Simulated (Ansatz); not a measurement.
The same ligand exchange along the group O, S, Se.

Program: Ansatz. Geometries: PBE0-D4/def2-TZVP. ΔE: electronic, gas phase. CCSD(T)/CBS is the MP2 limit (def2-TZVPP, def2-QZVPP) plus CCSD(T) − MP2 in def2-TZVPP, frozen cores. This one scheme is used for every species. Functionals use def2-TZVPP. For Se outer-core shells are correlated without core-valence functions, which leaves a few kJ/mol of doubt a bond. Scalar relativity is left out up to krypton.

```
                                                      reaction  RPA@PBE/def2-TZVPP (kJ/mol)  CCSD(T)/def2-SVP (kJ/mol)  B2PLYP (kJ/mol)  CCSD(T)/CBS(def2) (kJ/mol)
    `C[O][AlH2]` + `C1N[SiH2]1` → `[AlH2][N]1C[SiH2]1` + CH₃OH                           21                         19               24                          21
    `C[S][AlH2]` + `C1N[SiH2]1` → `[AlH2][N]1C[SiH2]1` + CH₃SH                           -8                        -12               -5                          -2
`C[Se][AlH2]` + `C1N[SiH2]1` → `[AlH2][N]1C[SiH2]1` + `C[SeH]`                            0                         -5                3                           8
```

Largest T1 diagnostic: 0.013, for `[AlH2][N]1C[SiH2]1`.
